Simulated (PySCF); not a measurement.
H4PSi, SMILES [SiH3][PH], multiplicity 2. Coordinates come from a PBE-D3(BJ)/def2-TZVP optimisation. The isomer is the one that the SMILES or the coordinates give; other isomers of the formula were not compared.

Computed equilibrium geometry at PBE-D3(BJ)/def2-TZVP (PySCF confirms it by a frequency run) as Cartesian coordinates in Å, and its point group:
point group Cs.
```xyz
6

Si     0.0006    -1.0497     0.0000
P     -0.0939     1.2077     0.0000
H      0.7222    -1.5500     1.2144
H     -1.3869    -1.6046     0.0000
H      0.7222    -1.5500    -1.2144
H      1.3418     1.2848     0.0000
```
Charge 0, spin multiplicity 2.
